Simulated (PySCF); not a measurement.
Compound: C7H12 (charge +1 and doublet state).
Cartesian coordinates in Å at the GFN2-xTB level; atoms count from 1:
```xyz
19
C7H12 angstrom
C      2.4125   -0.5576    0.0387
C      0.9737   -0.2545   -0.0298
C      0.0521   -1.2632   -0.2355
C     -1.3885   -1.0775   -0.1019
C     -1.8055    0.2988    0.3888
C     -0.9327    1.3633   -0.2681
C      0.5221    1.1407    0.1275
H      2.7913   -0.6642   -0.9849
H      2.9794    0.2401    0.5120
H      2.6113   -1.5100    0.5292
H      0.4029   -2.2499   -0.5119
H     -1.8212   -1.8768    0.5154
H     -1.8226   -1.2892   -1.0966
H     -2.8577    0.4724    0.1631
H     -1.6977    0.3524    1.4756
H     -1.2516    2.3577    0.0412
H     -1.0320    1.3088   -1.3541
H      1.1902    1.8232   -0.4072
H      0.6643    1.3945    1.1910
```

The hyperfine couplings belong to this conformer and change with its torsions.

The species is `C1CC[CH][C+](C1)C` [radical] (charge +1).

Method: UKS B3LYP, pcH-1 on C H, non-relativistic, mean-field spin-orbit, GIAO (PySCF 2.14.0). The structure is a single GFN2-xTB conformer in the gas phase; no vibrational or solvent corrections. The geometry wasn't refined by DFT: couplings that depend on bond lengths, twists or pyramidal angles can differ widely from those at the functional's own minimum, by a factor of two or more for some ions and for spin on atoms past the first row. Stability of the SCF solution: not tested.

(1) Break the g tensor into its mass correction, gauge correction and orbital-Zeeman/spin–orbit terms.

(2) What effective moment and Curie constant follow for a powder?

(3) How much does each term add to the isotropic shift?

(4) At 34.107 GHz, how far is the centre of the isotropic spectrum from where a free electron (g = 2.002319) resonates?

(5) In a frozen sample, at which fields do the three g values resonate at 9.5, 34, 94 and 263 GHz (hyperfine left aside), and which band first spreads them over more than twice a line width of 0.5 mT?

Results:

(1) 
```
                    Δg (ppm)     1     2     3
relativistic mass correction  -136  -136  -136
            gauge correction    -2    14    19
   orbital Zeeman/spin–orbit    25   228  1291
                       total  -114   106  1174
```

So g = 2.00221, 2.00242, 2.00349 and g_iso = 2.00271; the tensor is rhombic: the two nearest values differ by 17 % of g3 − g1. Axes: g3 points within 5° of the C2–C3 bond.

(2) With the mean of g² = 4.0108 and S(S+1) = 0.75: μ_eff = √(⟨g²⟩S(S+1)) = 1.734 μB and χT = 0.12505·⟨g²⟩·S(S+1) = 0.376 cm³ K/mol (cgs; spin-Hamiltonian part alone).

(3) The orbital-Zeeman/spin–orbit term 515, the mass correction -136 and the gauge correction 10 ppm, for a total of 389 ppm. The orbital-Zeeman/spin–orbit term is the largest in size. The mass correction is the same along every axis, so the anisotropy comes from the other two: their spans along these axes are 21 (gauge) and 1267 ppm (orbital Zeeman/spin–orbit).

(4) B = hν/(g μB) with μB/h = 13.99624 MHz/mT gives 1217.02 mT for the free electron and 1216.79 mT at g_iso, 0.24 mT lower.

(5) 
| band | GHz | B(g3) mT | B(g2) mT | B(g1) mT | spread mT |
| --- | --- | --- | --- | --- | --- |
| X | 9.5 | 338.78 | 338.97 | 339.00 | 0.22 |
| Q | 34.0 | 1212.49 | 1213.14 | 1213.27 | 0.78 |
| W | 94.0 | 3352.19 | 3353.98 | 3354.34 | 2.16 |
| J | 263.0 | 9378.99 | 9384.00 | 9385.03 | 6.03 |

The spread grows in proportion to the frequency. W band is the first where it exceeds 1.0 mT.

Largest spin populations (Mulliken): C3 (+0.49), C2 (+0.35) and H13 (+0.07).

The HOMO–LUMO gaps are 6.34 eV among the α and 3.44 eV among the β orbitals.

On Arm Neoverse V1, one thread (shared host), this took 77 s of wall time (with the writing of density and orbital grids) and 1.0 GiB of memory at its peak.
